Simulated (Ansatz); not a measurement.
The cluster Pb₃O₄⁺, 7 atoms. Hardware: 4 threads of Intel Xeon on a shared host.

In the def2 sets Pb takes a core potential; there is no spin–orbit coupling. Correlated methods freeze 16 core orbitals; core or outer-core shells of Pb are correlated, in sets that lack core-valence functions.

Q: How many basis functions does each of these Ansatz runs have, and roughly what does it cost? RPA@PBE/def2-TZVP, charge 1 doublet, energy, from earlier orbitals; PBE0-D4/def2-SVP, charge 1 quartet, relaxation, 13 steps; PBE-QIDH/def2-TZVP, charge 1 doublet, energy, from earlier orbitals; MP2/def2-TZVP, charge 1 doublet, energy, from earlier orbitals; CCSD(T)/def2-SVP, charge 1 quartet, energy, from earlier orbitals; r2SCAN-D4/def2-TZVP, charge 0 triplet at the geometry of the charge 1 doublet, energy, from earlier orbitals; PBE-D4/def2-TZVP, charge 0 triplet at the geometry of the charge 1 doublet, energy, from earlier orbitals; r2SCAN-D4/def2-TZVP, charge 1 quartet, energy, from earlier orbitals; PBE0-D4/def2-SVP, charge 1 doublet, frequencies; MP2/def2-TZVP, charge 1 quartet, energy, from earlier orbitals; PBE-D4/def2-TZVP, charge 1 doublet, energy, from earlier orbitals; CCSD(T)/def2-SVP, charge 1 doublet, energy, from earlier orbitals.

A: Other jobs shared the machine, so times can vary by a factor of up to 3.

```
                                                                                                         run  functions  fitting or Cholesky vectors  wall time  peak host memory (GiB)
                                           PBE-D4/def2-TZVP, charge 1 doublet, energy, from earlier orbitals        274                         1750       12 s                    0.55
   PBE-D4/def2-TZVP, charge 0 triplet at the geometry of the charge 1 doublet, energy, from earlier orbitals        274                         1750       16 s                    0.57
                                        r2SCAN-D4/def2-TZVP, charge 1 quartet, energy, from earlier orbitals        274                         1750       26 s                    0.66
r2SCAN-D4/def2-TZVP, charge 0 triplet at the geometry of the charge 1 doublet, energy, from earlier orbitals        274                         1750       35 s                    0.67
                                              MP2/def2-TZVP, charge 1 quartet, energy, from earlier orbitals        274                         2286       42 s                     1.3
                                          RPA@PBE/def2-TZVP, charge 1 doublet, energy, from earlier orbitals        274                         2288       46 s                     1.4
                                              MP2/def2-TZVP, charge 1 doublet, energy, from earlier orbitals        274                         2288       46 s                     1.4
                                         PBE-QIDH/def2-TZVP, charge 1 doublet, energy, from earlier orbitals        274                         2288       53 s                     1.4
                                                    PBE0-D4/def2-SVP, charge 1 quartet, relaxation, 13 steps        134                         1658    2.2 min                    0.65
                                           CCSD(T)/def2-SVP, charge 1 doublet, energy, from earlier orbitals        134                         1551    4.6 min                     3.3
                                           CCSD(T)/def2-SVP, charge 1 quartet, energy, from earlier orbitals        134                         1552    5.5 min                     3.3
                                                             PBE0-D4/def2-SVP, charge 1 doublet, frequencies        134                         1658    6.2 min                    0.78
```
